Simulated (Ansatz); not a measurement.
Gas-phase electronic energies from Ansatz, PBE0-D4/def2-TZVP geometries. CCSD(T)/CBS adds triple-zeta CCSD(T) − MP2 to the extrapolated MP2 energy (def2 sets, frozen cores). Functionals use def2-TZVPP. For Mg outer-core shells are correlated without core-valence functions, which leaves a few kJ/mol of doubt a bond. Each species was taken in one conformer, which may not be the lowest.

`CN([SiH3])[SiH2]Cl` + `[OH][MgH]` → `[MgH][O][SiH3]` + `CN[SiH2]Cl`  (ligand exchange at the Si–N bond)

`CN([SiH3])[SiH2]Cl`:

```xyz
13

C    -0.888    0.092    1.223
N     0.063    0.090    0.110
Si   -0.203    1.274   -1.128
Si    1.150   -1.220   -0.018
Cl    0.229   -2.968   -0.626
H    -1.075    1.113    1.568
H    -0.489   -0.471    2.072
H    -1.848   -0.356    0.945
H    -0.157    2.633   -0.524
H     0.861    1.122   -2.150
H    -1.539    1.110   -1.764
H     2.182   -0.897   -1.026
H     1.714   -1.522    1.318
```

`[OH][MgH]`:

Cartesian coordinates in Å:
```
O -0.370 0.281 -0.960
Mg 0.240 -0.182 0.625
H -0.697 0.528 -1.813
H 0.827 -0.627 2.148
```

`[MgH][O][SiH3]`:

Cartesian coordinates in Å:
```
Mg -1.368 -0.523 -1.635
O -0.250 -0.094 -0.299
Si 0.754 0.289 0.901
H -2.420 -0.927 -2.892
H 0.171 -0.055 2.232
H 2.052 -0.439 0.781
H 1.061 1.750 0.912
```

`CN[SiH2]Cl`:

Z-matrix (Å, degrees):
```
C
N 1 1.450
H 1 1.096 2 113.1
H 1 1.093 2 110.8 3 -122.0
H 1 1.093 2 109.4 3 119.9
Si 2 1.697 1 123.8 3 -88.7
H 2 1.008 1 113.6 3 65.8
Cl 6 2.075 2 114.8 1 68.9
H 6 1.479 2 108.8 1 -48.4
H 6 1.479 2 108.1 1 -172.4
```

```
             level  ΔE (eV)
            r2SCAN    -0.77
RPA@PBE/def2-TZVPP    -0.76
```

Task: What does CCSD(T)/CBS give? (An estimate is asked.)

Result: The calculation gave: -0.73 eV. The listed levels differ from it by -0.04, -0.03 eV.

Largest T1 diagnostic among the species: 0.011.

The D4 term adds +0.11 eV with B3LYP and +0.06 eV with PBE0; it sums over pairs of atoms, weighted by their polarisabilities, and B3LYP, whose exchange is more repulsive, gets the larger term. Leaving LDA and LC-ωPBE aside and taking each functional with its dispersion term where it has one, the values, not all of them listed here, spread over 0.16 eV, from B97M-V to revPBE-D4. LDA lies +0.09 eV from PBE without D4.

B3LYP here is the variant with VWN-RPA as its local correlation; programs differ in this.
